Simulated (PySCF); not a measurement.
Species, as SMILES: PP (P2H4).
Geometry (B3LYP-D3(BJ)/def2-TZVP, fixed):
```
P
H 1 1.4206
H 1 1.4206 2 92.33
P 1 2.2503 2 93.65 3 -93.89
H 4 1.4206 1 93.65 2 -86.71
H 4 1.4206 5 92.33 1 93.89
```

How fast the mean static polarisability converges with the basis for several methods (PySCF): deviation from each method's own reference, in %. References: HF 57.65 bohr³, the value in aug-pcseg-2; PBE 60.64 bohr³, the value in aug-pcseg-2; PBE0 59.12 bohr³, the value in aug-pcseg-2. All functions are spherical. Density fitting with generated auxiliary sets. In sets without p functions on hydrogen, species with hydrogen take exact integrals. No added dispersion term, no relativity. 

```
basis        functions          HF    PBE   PBE0
-----------  ---------  ----------  -----  -----
pcseg-0             34  (withheld)  -28.2  -26.3
6-31G               34  (withheld)  -25.2  -23.2
def2-SV(P)          44  (withheld)  -25.8  -24.4
def2-SVPD           80  (withheld)   -4.5   -3.8
def2-TZVP           98  (withheld)  -11.3  -10.2
cc-pV(T+d)Z        134  (withheld)  -10.8   -9.7
def2-TZVPP         140  (withheld)  -10.5   -9.3
cc-pV(Q+d)Z        248  (withheld)   -4.9   -4.1
```

Question: Some entries are withheld; supply them.

Answer: 
- pcseg-0, HF: -22.6
- 6-31G, HF: -19.6
- def2-SV(P), HF: -23.0
- def2-SVPD, HF: -3.6
- def2-TZVP, HF: -9.7
- cc-pV(T+d)Z, HF: -9.3
- def2-TZVPP, HF: -8.7
- cc-pV(Q+d)Z, HF: -3.9

Mean absolute deviation over def2-TZVP, cc-pV(T+d)Z, def2-TZVPP: HF 9.2, PBE0 9.7, PBE 10.8 %.
